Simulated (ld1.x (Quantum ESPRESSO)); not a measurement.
# Varying the PAW potential for Sc

Base potential:

| Item | Value |
| --- | --- |
| Element | Sc |
| Generator | ld1.x (Quantum ESPRESSO) 7.5 |
| Type | PAW |
| Functional | PBE |
| Relativity | scalar-relativistic |
| Frozen core | [Ne] |
| Valence charge | 11 |
| Reference configuration | 3s2 3p6 3d1.5 4s1.5 4p0 |
| Partial waves | 3s (bound): rcut 1.45, rcutus 1.80 bohr; 4s (bound): rcut 1.45, rcutus 1.80 bohr; 3p (bound): rcut 1.60, rcutus 2.00 bohr; 4p (bound, empty): rcut 1.60, rcutus 2.00 bohr; 3d (bound): rcut 2.00, rcutus 2.45 bohr; 3d channel at 0.15 Ry: rcut 2.00, rcutus 2.45 bohr |
| Local potential | all-electron potential smoothed inside 1.85 bohr (lloc = -1) |
| Core correction | a·sin(br)/r model core, default radius (core density twice the valence density) |
| Augmentation charge | BESSEL, radius 1.65 bohr |

All-electron outer shells of the reference configuration (PBE, scalar-relativistic, ld1.x):

| shell | level (eV) | outermost node (bohr) | outermost maximum (bohr) |
| --- | --- | --- | --- |
| 2s | -472.35 | 0.10 | 0.28 |
| 2p | -386.31 | – | 0.23 |
| 3s | -53.32 | 0.42 | 0.93 |
| 3p | -32.00 | 0.39 | 0.97 |
| 4s | -3.80 | 1.34 | 3.22 |
| 3d | -2.08 | – | 1.13 |
| 4p | -1.28 | 1.51 | 4.23 |

Cutoffs, loose and tight: the cutoffs (Ry, on a coarse ladder) from which the occupation-weighted sum of valence levels, in a spherical-Bessel basis at the reference potential, stays within 10 and 1 mRy of its value at 400 Ry. They do not see the model core or the augmentation charge, which bear on the density cutoff. Test errors are all-electron minus pseudo excitation energies from the reference, over the configurations 3s2 3p6 3d1 4s2 4p0; 3s2 3p6 3d1 4s1 4p0; 3s2 3p6 3d1 4s0 4p0; 3s2 3p6 3d2 4s0 4p0; 3s1 3p6 3d1 4s2 4p0; 3s2 3p5 3d1 4s2 4p0; 3s2 3p6 3d1 4s1 4p1. A dash means not determined; rows that change the core or the reference have their own tests. The largest error is taken over the tests solved by every variant that gives reliable tests at all: 3s2 3p6 3d1 4s0 4p0; 3s2 3p6 3d1 4s1 4p0; 3s2 3p6 3d1 4s2 4p0; 3s2 3p6 3d2 4s0 4p0.

Cutoffs are not given where the Bessel-basis levels miss the radial ones by over 6 mRy, ghosts where they miss by over 20 mRy; a channel whose overlap is not positive is not tested.

A file whose overlap is not positive is unfit for use, and its test errors describe a broken file.

| change | outcome | cutoff, loose | cutoff, tight | bound ghosts | largest test error (meV) |
| --- | --- | --- | --- | --- | --- |
| base | generated, overlap not positive | – | – | not determined (overlap not positive) | -2.1 |
| local potential all-electron potential smoothed inside 1.34 bohr (lloc = -1) | generated, overlap not positive | – | – | not determined (overlap not positive) | +16 |
| local potential all-electron potential smoothed inside 2.14 bohr (lloc = -1) | generated | 25 Ry | 35 Ry | none | -2.4 |
| local potential all-electron potential smoothed inside 2.34 bohr (lloc = -1) | generated | 25 Ry | 35 Ry | none | -2.4 |
| local potential all-electron potential smoothed inside 2.86 bohr (lloc = -1) | generated | 25 Ry | 35 Ry | none | test run stopped at test 1 of 7 (negative rho) |

Problem. What comes out with this change to the base: local potential all-electron potential smoothed inside 1.00 bohr (lloc = -1)?

Solution. outcome: generated, overlap not positive; bound ghosts: not determined (overlap not positive); largest test error (meV): +12. A file whose overlap is not positive is unfit for use, and its test errors describe a broken file.

Problem. What comes out with this change to the base: local potential all-electron potential smoothed inside 1.80 bohr (lloc = -1)?

Solution. outcome: generated; cutoff, loose: 21 Ry; cutoff, tight: 35 Ry; bound ghosts: none; largest test error (meV): -2.0.

Reading the sweep of the rcloc (base included, trends over the rows without a ghost): The loose cutoff stays near 25 Ry.
